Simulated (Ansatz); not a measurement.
Relaxation of F$_{2}$H$_{6}$Si$_{2}$ (10 atoms, charge 0, multiplicity 1), to a largest force component of 0.03 eV/Å in at most 50 steps.

These are results of RHF/6-31G* in Ansatz, not measurements.

```xyz
10
Properties=species:S:1:pos:R:3
Si -0.465 -0.127 -0.415
H -0.036 0.413 2.168
H 0.814 -0.021 0.290
F -0.503 1.057 -1.480
F -0.410 -1.484 -1.246
Si -2.388 -0.081 0.776
H -3.507 -0.373 -0.143
H -2.374 -1.096 1.846
H -2.598 1.254 1.366
H -0.552 0.460 2.639
```

Question: Where does it end, and by what steps?

Answer: The run converged. The force dipped under the threshold on the way, but the program's further checks kept it going. After 11 steps the energy has fallen by 0.318 eV; H2 moved furthest, 1.37 Å.

```json
{"step": "0", "energy less start (eV)": "0.0000", "largest force component (eV/Å)": "1.286", "accepted": "yes"}
{"step": "1", "energy less start (eV)": "-0.1965", "largest force component (eV/Å)": "0.261", "accepted": "yes"}
{"step": "2", "energy less start (eV)": "-0.2599", "largest force component (eV/Å)": "0.154", "accepted": "yes"}
{"step": "3", "energy less start (eV)": "-0.2927", "largest force component (eV/Å)": "0.081", "accepted": "yes"}
{"step": "4", "energy less start (eV)": "-0.3068", "largest force component (eV/Å)": "0.089", "accepted": "yes"}
{"step": "5", "energy less start (eV)": "-0.3117", "largest force component (eV/Å)": "0.121", "accepted": "yes"}
{"step": "6", "energy less start (eV)": "-0.3143", "largest force component (eV/Å)": "0.156", "accepted": "yes"}
{"step": "7", "energy less start (eV)": "-0.3170", "largest force component (eV/Å)": "0.038", "accepted": "yes"}
{"step": "8", "energy less start (eV)": "-0.3176", "largest force component (eV/Å)": "0.029", "accepted": "yes"}
{"step": "9", "energy less start (eV)": "-0.3178", "largest force component (eV/Å)": "0.032", "accepted": "yes"}
{"step": "10", "energy less start (eV)": "-0.3179", "largest force component (eV/Å)": "0.031", "accepted": "yes"}
{"step": "11", "energy less start (eV)": "-0.3179", "largest force component (eV/Å)": "0.021", "accepted": "yes"}
```

```xyz
10
Properties=species:S:1:pos:R:3
Si -0.584 -0.194 -0.757
H 0.556 0.664 3.376
H 0.646 0.007 0.018
F -0.632 0.926 -1.886
F -0.457 -1.590 -1.509
Si -2.559 -0.143 0.499
H -3.729 -0.364 -0.371
H -2.505 -1.200 1.529
H -2.679 1.170 1.163
H -0.076 0.724 3.737
```

Whether the end is a true minimum wasn't checked by a vibrational analysis.

Run time: 18 s on 1 thread of Arm Neoverse V1 (shared host), peak memory 0.15 GiB.
